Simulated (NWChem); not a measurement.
Molecule: C4H8O; SMILES C1C(O)(C)C1

```xyz
13

C      1.1207     1.1418    -0.0242
C     -0.0297     0.1577    -0.0085
O     -1.3042     0.7603    -0.0706
C      0.0796    -1.1380     0.7616
C      0.0579    -1.1361    -0.7584
H      1.0646     1.7804    -0.9132
H      2.0875     0.6268    -0.0276
H      1.0941     1.7909     0.8620
H     -1.4425     1.2323     0.7670
H      1.0129    -1.3727     1.2679
H     -0.8155    -1.4882     1.2680
H     -0.8515    -1.4767    -1.2441
H      0.9759    -1.3663    -1.2929
```
Atoms are numbered in this order, from 1.

Computed with NWChem. Pople sets run with spherical d functions. Geometry: optimised at B3LYP/6-31G* (spherical d). B3LYP is NWChem's, with the RPA form of VWN correlation. Level: B3LYP/6-31G* with SMD (1 M gas to 1 M solution), gas-phase geometry.

For solvent toluene:

* **cavity-dispersion-structure term (kcal/mol)**: -2.7
* **dipole in solution (D)**: 1.69

**Question.** Estimate the same quantities for solvent water.

**Answer.** 
- cavity-dispersion-structure term (kcal/mol) = 2.8
- dipole in solution (D) = 2.11
